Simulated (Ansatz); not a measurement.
`C=[CH][InH2]` + silanol → `[SiH3][O][InH2]` + ethylene  (ligand exchange at the In–C bond)

Calculated with Ansatz (gas phase, PBE0-D4/def2-TZVP geometries, no zero-point term in ΔE). CCSD(T)/CBS adds triple-zeta CCSD(T) − MP2 to the extrapolated MP2 energy (def2 sets, frozen cores). This one scheme is used for every species. DFT in def2-TZVPP. HSE06 is defined as in plane-wave codes. Elements past krypton have def2 core potentials. For In outer-core shells are correlated without core-valence functions, which leaves a few kJ/mol of doubt a bond.

Question: Is it downhill or uphill in electronic energy at CCSD(T)/CBS, and by how much? (Best estimate.)

Answer: Computed: Downhill: ΔE = -19.3 kcal/mol.

Question: What do these levels give: LDA (SPW92), HSE06-D4, CAM-B3LYP-D4, PBE, BLYP, r2SCAN, r2SCANh, r2SCAN0, LC-ωPBE, CCSD/def2-SVP, CCSD(T)/def2-SVP, MP2/def2-QZVPP? (Best estimate.)

Answer: The calculation gave: LDA (SPW92) -16.4, HSE06-D4 -17.2, CAM-B3LYP-D4 -19.7, PBE -17.6, BLYP -19.8, r2SCAN -19.3, r2SCANh -19.0, r2SCAN0 -18.5, LC-ωPBE -18.3, CCSD/def2-SVP -21.1, CCSD(T)/def2-SVP -20.9, MP2/def2-QZVPP -18.5 kcal/mol.

Largest T1 diagnostic among the species: 0.015.

At CCSD(T), def2-SVP lies −1.6 kcal/mol from the extrapolated value and def2-TZVPP +1.2 kcal/mol. From r2SCAN to r2SCAN0 (25 % exact exchange), in def2-TZVPP and without D4, ΔE moves by +0.9 kcal/mol. Leaving LDA and LC-ωPBE aside and taking each functional with its dispersion term where it has one, the values, not all of them listed here, spread over 3.4 kcal/mol, from B97M-V to HSE06-D4. LDA lies +1.2 kcal/mol from PBE without D4.
